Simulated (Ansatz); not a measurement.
`FBC(F)Cl` + H₂ → `FCCl` + `BF` at 600 K and 1 bar (hydrogenolysis of a C–B bond).

Calculated with Ansatz (gas phase, PBE0-D4/def2-TZVP geometries, no zero-point term in ΔE). CCSD(T)/CBS is the MP2 limit (def2-TZVPP, def2-QZVPP) plus CCSD(T) − MP2 in def2-TZVPP, frozen cores. This one scheme is used for every species. One conformer a species, not always the lowest.

| species | CCSD(T)/CBS energy (Eh) | H − E (kJ/mol) | S (J/(mol·K)) |
| --- | --- | --- | --- |
| `FBC(F)Cl` | -723.44862 | 141.6 | 386.4 |
| H₂ | -1.17544 | 43.9 | 150.8 |
| `FCCl` | -598.81139 | 110.6 | 304.1 |
| `BF` | -125.82039 | 83.0 | 253.5 |

H − E and S are ideal-gas, rigid-rotor, harmonic terms from PBE0-D4/def2-TZVP, for one conformer and one mirror image of each species. The MP2-based limit puts H₂ 0.8 mEh under its directly extrapolated value; such offsets cancel only in part. 1 Eh = 2625.50 kJ/mol, R = 8.31446 J/(mol·K).

Task: By hand: ΔE, ΔH, ΔS and ΔG.

Result: ΔE = (-598.81139) + (-125.82039) − (-723.44862) − (-1.17544) = -0.00772 Eh = -20.3 kJ/mol. Δ(H − E) = 110.6 + 83.0 − 141.6 − 43.9 = 8.1, so ΔH = -12.2 kJ/mol. ΔS = 304.1 + 253.5 − 386.4 − 150.8 = 20.4 J/(mol·K). ΔG = -12.2 − 600 × (20.4)/1000 = -24.4 kJ/mol.

Task: By hand: the equilibrium constant, and the temperature at which ΔG would vanish if ΔH and ΔS stayed fixed.

Result: log₁₀ K = −ΔG/(RT ln 10) = 2.1. ΔH and −TΔS have one sign here, so there is no such temperature.

TΔS isn't small against ΔH here. A doubt of 5 kJ/mol in ΔE shifts log₁₀ K by 0.4 here. Other conformers and mirror images would add mixing entropy, several J/(mol·K) or more a flexible species. These are equilibria of isolated gas molecules and say nothing of rates. Largest T1 diagnostic: 0.013 (customary marks: 0.02 for closed shells, 0.045 for open ones).
